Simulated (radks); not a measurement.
Results of a calculation; reference values are marked as such.
Fractional charge and spin in the 5p shell of praseodymium: the spin-up occupation runs from 2 to 3 and the spin-down occupation from 2 to 3; the fullest corner is Pr, [Kr] 4d10 4f(up 1.5, down 1.5) 5s2 6s2 5p(up 3, down 3). Code: a radial shooting solver on a logarithmic mesh with Libxc functionals. Model: scalar-relativistic Kohn-Sham, PBEsol, spin-polarised, spherical densities, point nucleus. Energy (eV) minus the two flat planes that join the four corners (they meet along the diagonal where the two added fractions sum to one electron); zero is where a piecewise linear energy would lie.

down \ up,2,2.5,3
2,0.000,-1.314,0.000
2.5,-1.314,0.201,-1.155
3,0.000,-1.155,0.000

Corners above the fullest one (they belong to Pr+ and the next ion): (up 3, down 2) 25.928 eV, (up 2, down 3) 25.928 eV, (up 2, down 2) 62.576 eV. With half an added electron in each spin the energy lies 0.201 eV from the planes, and with half an added electron in spin up alone -1.314 eV. The planes are only a guide here: the flat-plane condition holds for ground states with one frontier orbital, while this shell lies below other occupied shells, so the corners above the fullest one are inner-hole states and not the ground states of those ions.
